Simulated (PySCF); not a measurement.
Level of theory: PySCF, PBE0, basis I def2-TZVP with ECP28, H def2-TZVP (scalar-relativistic core potentials, no spin–orbit coupling, density fitting).

Each entry is the lowest minimum that a search over a few typed start shapes (and spin states, where more than one is plausible) found, or that minimum re-optimised at the stated level; isomers with ligand–ligand bonds, or fragments after loss of a ligand pair, can lie lower. Open shells are unrestricted.

IH4 is a doublet of D4h symmetry with I–H 1.796 Å (×4); H–I–H 90.0° (×4), H–I–H 180.0° (×2). Its wavenumbers are 374, 570 (×2), 777, 825, 1222 (×2), 1697, 1703 cm⁻¹.

(1) What changes when one electron is removed, giving IH₄⁺?

## Answers

(1) It costs 7.19 eV between the minima (7.42 eV with zero-point energy). IH₄⁺ is a singlet of C4v symmetry with I–H 1.695 Å (×4); H–I–H 84.2° (×4), H–I–H 142.8° (×2); wavenumbers 539, 771, 1171 (×2), 1348, 1875 (×2), 1914, 1988 cm⁻¹.
